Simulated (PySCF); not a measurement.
FH7Si3, SMILES [SiH]([SiH3])([SiH3])F.

Coordinates come from a PBE0-D3(BJ)/def2-SVP optimisation. The structure was generated by enumeration, and PubChem lists no compound with its InChIKey, so it may never have been made.

Method: B3LYP/def2-TZVP (PySCF).

Gas-phase values at a fixed geometry.

**Question.** Estimate the frontier levels, gap, dipole moment and polarisability. (The exact figures need the calculation; the answer reports its results.)

**Answer.** 
The highest occupied level is -7.75 eV and the lowest empty level is -1.19 eV. The orbital gap comes out as 6.56 eV, the dipole moment is 1.26 D and the quadrupole, principal values (traceless, Buckingham form, about the centre of nuclear charge) is -3.93, 1.88, 2.05 D·Å. The mean static polarisability is 87.3 bohr³ (12.93 Å³) and the polarisability, principal values is 72.7, 81.1, 108.0 bohr³.
